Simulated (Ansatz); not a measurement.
Reaction (hydrogenolysis of a C–F bond): `FC1=C[C]1(F)[GeH3]` + H₂ → `FC1=C[CH]1[GeH3]` + H–F

Calculated with Ansatz (gas phase, PBE0-D4/def2-TZVP geometries, no zero-point term in ΔE). CCSD(T)/CBS is the MP2 limit (def2-TZVPP, def2-QZVPP) plus CCSD(T) − MP2 in def2-TZVPP, frozen cores. This one scheme is used for every species. Functionals use def2-TZVPP. B3LYP here is the variant with VWN-RPA as its local correlation; programs differ in this. HSE06 is defined as in plane-wave codes. For Ge outer-core shells are correlated without core-valence functions, which leaves a few kJ/mol of doubt a bond. Scalar relativity is left out up to krypton.

Task: Is it downhill or uphill in electronic energy at CCSD(T)/CBS, and by how much? (An estimate is asked.)

Result: Computed: Downhill: ΔE = -18.0 kcal/mol.

Task: What do these levels give: LDA (SPW92), BLYP-D4, r2SCANh-D4, HSE06-D4, CAM-B3LYP-D4, revPBE, PBE0, B3LYP, HSE06, CAM-B3LYP, LC-ωPBE, CCSD/def2-TZVPP? (An estimate is asked.)

Result: Ansatz gave: LDA (SPW92) -13.1, BLYP-D4 -12.6, r2SCANh-D4 -14.0, HSE06-D4 -15.9, CAM-B3LYP-D4 -14.2, revPBE -14.3, PBE0 -16.1, B3LYP -14.9, HSE06 -16.2, CAM-B3LYP -14.5, LC-ωPBE -15.6, CCSD/def2-TZVPP -18.5 kcal/mol.

Largest T1 diagnostic among the species: 0.013.

Leaving LDA and LC-ωPBE aside and taking each functional with its dispersion term where it has one, the values, not all of them listed here, spread over 5.2 kcal/mol, from PBE-QIDH to BLYP-D4. LDA lies +0.8 kcal/mol from PBE without D4. From BLYP to BHLYP (50 % exact exchange), in def2-TZVPP and without D4, ΔE moves by −3.1 kcal/mol.
